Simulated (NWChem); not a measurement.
InHClF; SMILES [F][InH][Cl]

All runs: NWChem. The geometry was optimised at PBE-D3(BJ)/def2-SVP. def2 effective core potentials on In; no spin-orbit coupling. Level B3LYP/def2-SVP: energy and gradient on several grids; changes count from the extra-fine grid, which is no exact limit either.

**Question.** Which is the coarsest grid (xcoarse; coarse; fine; medium; xfine) from which on the energy stays within 500 μHa and each gradient component within 500 μHa/bohr of xfine?

**Answer.** medium.
```tsv
grid	size of the energy change (μHa)	largest change of a gradient component (μHa/bohr)
xcoarse	2000	20000
coarse	10	1000
medium	< 10	200
fine	< 10	< 30
xfine	< 10	< 30
```
